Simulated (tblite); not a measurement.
Run record: tight-binding relaxation, `[SiH2](C#C)[Si@@]([GeH3])([SiH3])C=C`.

Computed with GFN2-xTB geometry optimisation, gas phase (tblite 0.8.0). Start geometry: from a force field or distance geometry. A driver script takes a list of jobs; this job's settings line and coordinates (Å) are shown.

Command:
```bash
OMP_NUM_THREADS=1 python probes_run.py task.json out
```

Input:
```
{"job": {"kind": "relax", "xc": "GFN2-xTB", "basis": "xTB"}, "charge": 0, "multiplicity": 1}
C      3.844200     0.083400     0.544400
C      2.909600    -0.002100    -0.264700
Si     1.528500    -0.171800    -1.433300
Si    -0.320800     0.150500    -0.207500
Si    -0.424400     2.230900     0.631800
Ge    -0.373100    -1.343700     1.549000
C     -1.761900    -0.117300    -1.318200
C     -2.704800    -0.944500    -0.868900
H      4.643700     0.160300     1.220000
H      1.593500     0.900000    -2.444700
H      1.564200    -1.491800    -2.053800
H     -0.209600     2.113800     2.065800
H      0.592900     2.996000    -0.065700
H     -1.750700     2.739400     0.283800
H      0.304600    -2.695100     1.214000
H      0.373000    -0.739000     2.785800
H     -1.814700    -1.666100     1.999100
H     -1.843000     0.371600    -2.293000
H     -2.560200    -1.390100     0.094800
H     -3.596300    -1.173600    -1.441800
```

Output:
```
step      E/eV     max force
  0    -588.30990    4.175
  1    -588.06880   11.296
  2    -588.47533    0.614
  3    -588.51690    0.521
  4    -588.62825    0.734
  5    -588.67004    0.763
  6    -588.78003    0.557
  7    -588.82094    0.599
  8    -588.86148    0.518
  9    -588.88798    0.512
... (86 lines left out)
 96    -588.96076    0.029
 97    -588.96085    0.017
 98    -588.96090    0.018
 99    -588.96099    0.026
100    -588.96113    0.042
101    -588.96129    0.044
102    -588.96140    0.029
103    -588.96145    0.018
104    -588.96146    0.040
105    -588.96147    0.010
```

«max force» is the largest atomic force in eV/Å.

Summary of the converged run: energy lowered by 15.0 kcal/mol over 105 steps; largest atomic force 0.010 eV/Å at the end.

Time: 3.9 s wall. Hardware: an Intel Xeon at 2.70 GHz with one thread, shared host with 64 logical CPUs at a one-minute load of 61.
Labels such as C1 count atoms from 1, the log's own numbers from 0.
